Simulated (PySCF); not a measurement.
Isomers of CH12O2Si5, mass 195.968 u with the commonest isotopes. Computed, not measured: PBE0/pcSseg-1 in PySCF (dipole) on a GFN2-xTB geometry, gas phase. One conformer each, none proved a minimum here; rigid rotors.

Task: Order these by rotational constant B, smallest first.
A. `[CH3:1][O:2][Si@@H:3]1[SiH2:4][SiH2:5][SiH2:6][Si@@H:7]1[OH:8]` with C1–O2–Si3–Si4 -59°, Si6–Si7–O8–H -158°, O2–Si3–Si4–Si5 -109°, Si3–Si4–Si5–Si6 -8°, Si4–Si5–Si6–Si7 14°, Si5–Si6–Si7–O8 103°
B. `[CH3:1][O:2][Si@@H:3]1[SiH2:4][SiH2:5][SiH2:6][Si@H:7]1[OH:8]` with C1–O2–Si3–Si4 -63°, Si6–Si7–O8–H -66°, O2–Si3–Si4–Si5 -78°, Si3–Si4–Si5–Si6 -13°, Si4–Si5–Si6–Si7 -4°, Si5–Si6–Si7–O8 -83°
C. `[CH3:1][O:2][Si@H:3]1[SiH2:4][Si@H:5]([O:6][SiH3:7])[SiH2:8]1` with C1–O2–Si3–Si4 -51°, Si4–Si5–O6–Si7 -48°

Result: C (458.8 MHz), A (718.8 MHz), B (740.4 MHz).

Task: Order these by radius of gyration √(Σ m r²/M), largest first.
A. `[CH3:1][O:2][Si@@H:3]1[SiH2:4][SiH2:5][SiH2:6][Si@H:7]1[OH:8]` with C1–O2–Si3–Si4 -63°, Si6–Si7–O8–H -66°, O2–Si3–Si4–Si5 -78°, Si3–Si4–Si5–Si6 -13°, Si4–Si5–Si6–Si7 -4°, Si5–Si6–Si7–O8 -83°
B. `[CH3:1][O:2][Si@@H:3]1[SiH2:4][SiH2:5][SiH2:6][Si@@H:7]1[OH:8]` with C1–O2–Si3–Si4 -59°, Si6–Si7–O8–H -158°, O2–Si3–Si4–Si5 -109°, Si3–Si4–Si5–Si6 -8°, Si4–Si5–Si6–Si7 14°, Si5–Si6–Si7–O8 103°
C. `[CH3:1][O:2][Si@H:3]1[SiH2:4][Si@H:5]([O:6][SiH3:7])[SiH2:8]1` with C1–O2–Si3–Si4 -51°, Si4–Si5–O6–Si7 -48°

Result: C (2.568 Å), B (2.402 Å), A (2.339 Å).

Task: Order these by out-of-plane moment Σ m c² = (Ia + Ib − Ic)/2, largest first.
A. `[CH3:1][O:2][Si@@H:3]1[SiH2:4][SiH2:5][SiH2:6][Si@@H:7]1[OH:8]` with C1–O2–Si3–Si4 -59°, Si6–Si7–O8–H -158°, O2–Si3–Si4–Si5 -109°, Si3–Si4–Si5–Si6 -8°, Si4–Si5–Si6–Si7 14°, Si5–Si6–Si7–O8 103°
B. `[CH3:1][O:2][Si@H:3]1[SiH2:4][Si@H:5]([O:6][SiH3:7])[SiH2:8]1` with C1–O2–Si3–Si4 -51°, Si4–Si5–O6–Si7 -48°
C. `[CH3:1][O:2][Si@@H:3]1[SiH2:4][SiH2:5][SiH2:6][Si@H:7]1[OH:8]` with C1–O2–Si3–Si4 -63°, Si6–Si7–O8–H -66°, O2–Si3–Si4–Si5 -78°, Si3–Si4–Si5–Si6 -13°, Si4–Si5–Si6–Si7 -4°, Si5–Si6–Si7–O8 -83°

Result: C (160.55 u·Å²), B (118.69 u·Å²), A (71.67 u·Å²).

```json
{"SMILES": "CO[Si@H]1[SiH2][Si@H](O[SiH3])[SiH2]1", "point group": "–", "Ia (u·Å²)": "309.20", "Ib (u·Å²)": "1101.61", "Ic (u·Å²)": "1173.43", "κ": "-0.95", "μa (D)": "0.15", "μb (D)": "0.01", "μc (D)": "0.66"}
{"SMILES": "CO[Si@@H]1[SiH2][SiH2][SiH2][Si@@H]1O", "point group": "C1", "Ia (u·Å²)": "499.53", "Ib (u·Å²)": "703.05", "Ic (u·Å²)": "1059.24", "κ": "-0.10", "μa (D)": "2.26", "μb (D)": "0.43", "μc (D)": "0.17"}
{"SMILES": "CO[Si@@H]1[SiH2][SiH2][SiH2][Si@H]1O", "point group": "C1", "Ia (u·Å²)": "550.05", "Ib (u·Å²)": "682.55", "Ic (u·Å²)": "911.50", "κ": "0.02", "μa (D)": "0.25", "μb (D)": "0.64", "μc (D)": "0.12"}
```
